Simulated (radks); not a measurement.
The numbers below are computed, except where a source is named.
Task: Species: Tm XXXI. Configuration: [Kr] 4d3 (the NIST ground configuration). Level of theory: Dirac Kohn-Sham, exchange-only PBE, spin-unpolarised, spherical densities, finite nucleus; open shells fill j = l - 1/2 first; Fermi nuclear charge, rms radius 5.2256 fm (a radial shooting solver on a logarithmic mesh with Libxc functionals).

Spin-orbit splittings of the eigenvalues, e(l+1/2) - e(l-1/2), with zeta = 2 splitting/(2l+1) and mean radii in bohr:

| shell | occ. | splitting (eV) | zeta (eV) | <r> j=l-1/2 | <r> j=l+1/2 |
|---|---|---|---|---|---|
| 2p | 6 | 980.3 | 653.5 | 0.07006 | 0.07744 |
| 3p | 6 | 210.8 | 140.5 | 0.2085 | 0.2219 |
| 3d | 10 | 46.29 | 18.52 | 0.1949 | 0.1991 |
| 4p | 6 | ? | ? | 0.4560 | 0.4771 |
| 4d | 3 | 12.92 | 5.167 | 0.4714 | 0.4774 |

Estimate the 4p splitting.

Result: 61.18 eV (zeta = 40.79 eV).
